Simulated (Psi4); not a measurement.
C₂H₈GaN, charge +1, doublet, at a GFN2-xTB geometry (such geometries of metal compounds can be far from the true shape) (a state made from the parent by changing its charge; the spin is typed, not shown lowest).

Input for Psi4:
```
memory 2 GB

molecule mol {
1 2
  Ga   -0.013540    0.004292   -0.010468
  C    -1.566712   -1.377174   -0.074432
  H    -1.130292   -2.334570   -0.364218
  H    -2.287403   -1.012857   -0.807908
  H    -1.990523   -1.424886    0.930150
  C     0.167879    1.820553   -1.007045
  H     1.025071    1.730899   -1.676568
  H     0.338973    2.585390   -0.247573
  H    -0.764054    1.980057   -1.551259
  N     1.410775   -0.447164    1.090710
  H     1.519892   -0.192178    2.068893
  H     2.225649   -0.995021    0.826889
}

set basis 6-31g
set reference uks

energy('pbe')
print_variables()
```

Question: What is the computed number of basis functions (PBE/6-31G (Psi4))?

Answer: 72

Question: What nuclear repulsion energy does PBE/6-31G give?

Answer: 268.4289 Eh

Question: Give the <S^2> at the level PBE/6-31G.

Answer: 0.753

These values belong to the state on which the SCF converged, which isn't shown to be the lowest.

Question: Roughly what does it cost on one core?

Answer: very roughly 24 core-seconds.
